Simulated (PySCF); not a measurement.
## Telling isomers of C5H8F3NSi apart by NMR

- geometry from GFN2-xTB
- PBE0/pcSseg-1 with gauge-including orbitals
- program: PySCF 2.14.0 with density-fitted response routines
- a single conformation, fast rotation and ring inversion assumed for equivalent nuclei, relativity neglected, no solvent model

Chemical shifts δ = σref − σ; TMS for ¹H (σ = 31.72 ppm), ¹³C (σ = 186.93 ppm), all at this level. Splittings of carbon signals by F and P are missing where no couplings were computed. Where no couplings were computed, multiplicities follow the n + 1 count of equivalent neighbours, and m marks all less simple cases (inequivalent or close neighbours, rings, F or P nearby). Shifts are as computed. Against solution values, carbons near 30 ppm lie about +3 ppm off and those near 130 ppm about +5 ppm. Of 1211 compounds with measured shifts, 218 miss one by over three times the rms of a fit or turn the order of signals round; such compounds aren't used in these exercises. OH and NH positions are gas-phase values without hydrogen bonding to other molecules.

(1) Tabulate the signals of `C=C([SiH3])/C=N\CC(F)(F)F`, `C=C/N=C\[C@@H]([SiH3])C(F)(F)F`, `N[Si@H](C1=CCC1)C(F)(F)F`, `CN([SiH3])CC#CC(F)(F)F` and their relative energies.

(2) What is the quickest way to tell C=C/N=C\[C@@H]([SiH3])C(F)(F)F from N[Si@H](C1=CCC1)C(F)(F)F?

(3) What is the quickest way to tell C=C([SiH3])/C=N\CC(F)(F)F from N[Si@H](C1=CCC1)C(F)(F)F?

(4) What is the quickest way to tell N[Si@H](C1=CCC1)C(F)(F)F from CN([SiH3])CC#CC(F)(F)F?

Results:

(1) 
```json
{"SMILES": "C=C([SiH3])/C=N\\CC(F)(F)F", "carbon types": "2×C 1×CH 2×CH2", "δC": "177.6, 150.6, 138.7, 133.1, 57.3", "δH": "8.66 (s, 1H), 6.20 (br s, 1H), 5.87 (br s, 1H), 4.52 (m, 2H), 4.26 (s, 3H)", "E rel. (kcal/mol)": "19.1"}
{"SMILES": "C=C/N=C\\[C@@H]([SiH3])C(F)(F)F", "carbon types": "1×C 3×CH 1×CH2", "δC": "155.2, 149.5, 136.3, 98.2, 36.5", "δH": "7.63 (m, 1H), 7.36 (m, 1H), 4.43 (m, 1H), 4.34 (m, 1H), 4.11 (d, 3H), 3.71 (m, 1H)", "E rel. (kcal/mol)": "16.7"}
{"SMILES": "N[Si@H](C1=CCC1)C(F)(F)F", "carbon types": "2×C 1×CH 2×CH2", "δC": "164.0, 157.1, 139.6, 36.1, 35.6", "δH": "7.05 (m, 1H), 5.05 (m, 1H), 2.94 (m, 1H), 2.89 (m, 1H), 2.83 (m, 1H), 2.82 (m, 1H), 0.70 (br s, 2H)", "E rel. (kcal/mol)": "0.0"}
{"SMILES": "CN([SiH3])CC#CC(F)(F)F", "carbon types": "3×C 1×CH2 1×CH3", "δC": "124.0, 94.4, 78.1, 44.8, 39.7", "δH": "4.65 (s, 3H), 3.78 (s, 2H), 2.76 (s, 3H)", "E rel. (kcal/mol)": "34.2"}
```

Energies are electronic energies at PBE0/pcSseg-1 on these geometries, without zero-point or thermal terms, each for the one conformer computed, which needn't be the lowest.

(2) Both give the same number of carbon signals, but DEPT or the intensities differ. The first has a terminal =CH2 carbon at 98.2 ppm, the second an allylic sp3 CH2 at 36.1 ppm. Their most deshielded carbons lie at 155.2 and 164.0 ppm. In the proton spectra the most deshielded non-exchanging signals are 7.63 (m, 1H) and 7.05 (m, 1H).

(3) Both give the same number of carbon signals, with the same numbers of each carbon type, so the positions decide. The first has a terminal =CH2 carbon at 138.7 ppm, the second an allylic sp3 CH2 at 35.6 ppm. Their most deshielded carbons lie at 177.6 and 164.0 ppm. In the proton spectra the most deshielded non-exchanging signals are 8.66 (s, 1H) and 7.05 (m, 1H).

(4) Both give the same number of carbon signals, but DEPT or the intensities differ. The first has an alkene CH at 164.0 ppm, the second an alkyne carbon (C) at 78.1 ppm. Their most deshielded carbons lie at 164.0 and 124.0 ppm. In the proton spectra the most deshielded non-exchanging signals are 7.05 (m, 1H) and 4.65 (s, 3H).
